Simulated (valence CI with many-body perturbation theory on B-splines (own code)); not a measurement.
Values are calculated unless marked as measured or tabulated.
**W LXIX: what the settings do**

Level of theory: configuration interaction combined with many-body perturbation theory (CI+MBPT): four valence electrons over a frozen Dirac-Fock core [He], a basis of 6 s, 6 p, 5 d, 3 f, 1 g functions for each j, with the one-electron correlation potential Σ1 (screened to all orders), the two-electron term Σ2, the three-electron term Σ3, Breit, model QED; selected single and double excitations, second order for the rest, scaled by the run's own slope (own B-spline code, finite nucleus).

No measured spectrum was set against this ion. As an estimate, large intervals hold to a few tenths of a per cent, small ones and those within an open d or f shell to about a per cent.

The reference run has the lowest level (2s^2 2p1/2^2) J=0 and an ionisation energy of 18419.4 eV. Its largest variational space holds 7605 state functions.

Levels are named by their leading jj configuration (3d3/2^4 stands for four electrons in 3d with j = 3/2), which in mixed levels can hold well under half, so a name can repeat and another be missing. Letters in brackets count levels of one name in rising energy.

Changed runs:
A. correlating orbitals by l 3 3 3 2 1 → 4 4 3 0 0; highest l with Σ1, explicit Σ2 and valence Breit (higher l get mean screening factors) 3 → 2
B. hole-hole ladder in Σ2 on → off
C. natural orbitals for correlation on → off
D. closed core [He] → [He] 2s1 (bad on purpose)

Excitation energies of the reference run in cm⁻¹, and shifts in cm⁻¹:

| Level | Reference | A | B | C |
| --- | --- | --- | --- | --- |
| (2s^2 2p1/2 2p3/2) J=1 | 11383700 | -428 | -62 | -3385 |
| (2s^2 2p1/2 2p3/2) J=2 | 11530900 | +516 | -62 | -2141 |
| (2s 2p1/2^2 2p3/2) J=2 | 13820600 | -209 | -203 | -1621 |
| (2s 2p1/2^2 2p3/2) J=1 | 14531700 | +1007 | -203 | +2206 |
| (2s^2 2p3/2^2) J=2 | 23109300 | +51 | -80 | -4510 |
| (2s^2 2p3/2^2) J=0 | 23617300 | +545 | +22 | -2732 |
| (2s 2p1/2 2p3/2^2) J=2 [a] | 24972500 | -776 | -270 | -6149 |
| (2s 2p1/2 2p3/2^2) J=3 | 25332000 | +472 | -270 | -3561 |
| (2s 2p1/2 2p3/2^2) J=0 | 25839800 | +532 | -164 | -1095 |
| (2s 2p1/2 2p3/2^2) J=1 [a] | 26023600 | +775 | -267 | -1134 |
| (2s 2p1/2 2p3/2^2) J=2 [b] | 26097500 | +1646 | -270 | +342 |
| (2s 2p1/2 2p3/2^2) J=1 [b] | 26133200 | +958 | -168 | +59 |
| Ionisation energy (eV) | 18419.4 | -0.22 | -0.0077 | -1.3 |

Run D: It gave no result: the perturbation theory needs a core of closed shells. The program said: "the core must hold closed shells only".
